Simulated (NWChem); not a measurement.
System: BeIBr; SMILES [Br][Be][I]

Program: NWChem. Medium grid unless said otherwise, to which SCAN and Minnesota functionals are sensitive. Coordinates come from a PBE-D3(BJ)/def2-SVP optimisation. def2 effective core potentials on I; no spin-orbit coupling.

Among these, which level gives the lowest value of “dipole (D)”?
(A) r2SCAN/def2-TZVP
(B) PBE/def2-TZVP
(C) B3LYP/def2-TZVP
(D) LC-BLYP (range parameter 0.33 per bohr)/def2-TZVP

D, LC-BLYP (range parameter 0.33 per bohr)/def2-TZVP. Values: LC-BLYP (range parameter 0.33 per bohr)/def2-TZVP 0.20; B3LYP/def2-TZVP 0.26; r2SCAN/def2-TZVP 0.27; PBE/def2-TZVP 0.28
